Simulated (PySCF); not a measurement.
Species: `COC1=C[C@@H](C(C)=O)[SiH2]C1`. The columns A, B, C and D hold Mulliken, IAO, Hirshfeld and ESP-fitted charges (e) of one PBE0/pcSseg-1 density (PySCF), in a shuffled order. Coordinates in Å (GFN2-xTB); the density's dipole moment is (3.16, -0.80, 1.40) D.

| atom | x | y | z | A | B | C | D |
| --- | --- | --- | --- | --- | --- | --- | --- |
| C1 | 2.763 | -1.485 | 0.254 | -0.042 | -0.033 | -0.207 | -0.038 |
| O2 | 2.308 | -0.241 | 0.725 | -0.353 | -0.108 | -0.329 | -0.476 |
| C3 | 1.150 | 0.249 | 0.198 | +0.423 | +0.075 | +0.209 | +0.148 |
| C4 | 0.367 | -0.312 | -0.718 | -0.362 | -0.097 | -0.275 | -0.185 |
| C5 | -0.870 | 0.417 | -1.152 | -0.408 | -0.121 | -0.421 | -0.484 |
| C6 | -2.158 | -0.263 | -0.809 | +0.804 | +0.157 | +0.391 | +0.175 |
| C7 | -2.126 | -1.128 | 0.427 | -0.628 | -0.130 | -0.474 | -0.252 |
| O8 | -3.166 | -0.098 | -1.457 | -0.574 | -0.258 | -0.437 | -0.366 |
| Si9 | -0.792 | 2.100 | -0.214 | +0.470 | +0.368 | +0.771 | +0.715 |
| C10 | 0.767 | 1.592 | 0.759 | -0.448 | -0.169 | -0.560 | -0.465 |
| H11 | 3.688 | -1.690 | 0.790 | +0.113 | +0.056 | +0.165 | +0.133 |
| H12 | 2.037 | -2.279 | 0.459 | +0.058 | +0.043 | +0.134 | +0.107 |
| H13 | 2.963 | -1.452 | -0.822 | +0.062 | +0.043 | +0.136 | +0.111 |
| H14 | 0.572 | -1.266 | -1.177 | +0.161 | +0.038 | +0.144 | +0.097 |
| H15 | -0.868 | 0.584 | -2.233 | +0.143 | +0.043 | +0.168 | +0.164 |
| H16 | -3.139 | -1.355 | 0.750 | +0.160 | +0.048 | +0.163 | +0.138 |
| H17 | -1.576 | -0.632 | 1.223 | +0.162 | +0.043 | +0.151 | +0.137 |
| H18 | -1.616 | -2.061 | 0.193 | +0.170 | +0.051 | +0.165 | +0.141 |
| H19 | -1.944 | 2.339 | 0.655 | -0.094 | -0.069 | -0.113 | -0.055 |
| H20 | -0.572 | 3.220 | -1.130 | -0.087 | -0.068 | -0.108 | -0.061 |
| H21 | 1.602 | 2.282 | 0.644 | +0.138 | +0.044 | +0.165 | +0.158 |
| H22 | 0.600 | 1.501 | 1.833 | +0.131 | +0.043 | +0.162 | +0.158 |

Q: Which column most likely holds the ESP-fitted charges?

A: A. Σ q r misses the density's dipole by 0.04 D (A), 1.11 D (B), 1.17 D (C), 2.51 D (D). Charges fitted to the outside potential are the only set here that is tied to the molecule's multipoles.

Q: And the Hirshfeld charges?

A: B. The mean sizes are 0.096 e (B), 0.216 e (D), 0.266 e (C), 0.272 e (A), and Hirshfeld charges are commonly the smallest of these schemes.

As computed, A = ESP-fitted, B = Hirshfeld, C = IAO, D = Mulliken. Hydrogens on carbon: ESP-fitted +0.06 to +0.17, Hirshfeld +0.04 to +0.06, IAO +0.13 to +0.17, Mulliken +0.10 to +0.16 e.

The Mulliken scheme gives each basis function's population to the atom it is centred on and halves the overlap population of two atoms between them. The IAO scheme projects the occupied orbitals on a minimal set of polarised atomic orbitals and counts the electrons in each atom's part of it.

The structure is a single GFN2-xTB conformer in the gas phase; no vibrational or solvent corrections.
